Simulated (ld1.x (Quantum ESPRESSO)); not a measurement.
# Reading a pseudo-wave (N)

Columns: radius, all-electron u(r) and pseudo u(r) of the 2p shell (level -7.09 eV) of nitrogen in the configuration [He] 2s2 2p3; PBE, non-relativistic, PAW scheme, ld1.x (Quantum ESPRESSO) 7.5.

```json
{"r (bohr)": "0.065", "all-electron": "0.0344", "pseudo": "0.0105"}
{"r (bohr)": "0.130", "all-electron": "0.1116", "pseudo": "0.0413"}
{"r (bohr)": "0.195", "all-electron": "0.2058", "pseudo": "0.0906"}
{"r (bohr)": "0.260", "all-electron": "0.3028", "pseudo": "0.1551"}
{"r (bohr)": "0.325", "all-electron": "0.3946", "pseudo": "0.2309"}
{"r (bohr)": "0.390", "all-electron": "0.4774", "pseudo": "0.3136"}
{"r (bohr)": "0.455", "all-electron": "0.5493", "pseudo": "0.3985"}
{"r (bohr)": "0.520", "all-electron": "0.6103", "pseudo": "0.4811"}
{"r (bohr)": "0.585", "all-electron": "0.6609", "pseudo": "0.5575"}
{"r (bohr)": "0.650", "all-electron": "0.7015", "pseudo": "0.6244"}
{"r (bohr)": "0.715", "all-electron": "0.7327", "pseudo": "0.6799"}
{"r (bohr)": "0.780", "all-electron": "0.7553", "pseudo": "0.7226"}
{"r (bohr)": "0.845", "all-electron": "0.7702", "pseudo": "0.7528"}
{"r (bohr)": "0.910", "all-electron": "0.7785", "pseudo": "0.7711"}
{"r (bohr)": "0.975", "all-electron": "0.7810", "pseudo": "0.7792"}
{"r (bohr)": "1.040", "all-electron": "0.7786", "pseudo": "0.7792"}
{"r (bohr)": "1.105", "all-electron": "0.7722", "pseudo": "0.7730"}
{"r (bohr)": "1.170", "all-electron": "0.7624", "pseudo": "0.7628"}
{"r (bohr)": "1.235", "all-electron": "0.7499", "pseudo": "0.7499"}
{"r (bohr)": "1.300", "all-electron": "0.7351", "pseudo": "0.7351"}
{"r (bohr)": "1.365", "all-electron": "0.7187", "pseudo": "0.7187"}
{"r (bohr)": "1.430", "all-electron": "0.7009", "pseudo": "0.7009"}
{"r (bohr)": "1.495", "all-electron": "0.6820", "pseudo": "0.6820"}
{"r (bohr)": "1.560", "all-electron": "0.6625", "pseudo": "0.6625"}
{"r (bohr)": "1.625", "all-electron": "0.6425", "pseudo": "0.6425"}
{"r (bohr)": "1.690", "all-electron": "0.6222", "pseudo": "0.6222"}
```

Q: How many radial nodes do the two functions have?

A: The all-electron 2p function has n − l − 1 = 0; the pseudo-wave has 0.

Q: At about which radius was the pseudo-wave matched?

A: 1.30 bohr. The columns agree to 0.0005 from 1.17 bohr on; several derivatives are matched, so the curves merge somewhat inside the radius.

Q: Is the pseudo-wave norm-conserving?

A: No, it belongs to a PAW set: the norm inside the radius is not constrained, and the difference is carried by the augmentation charge.
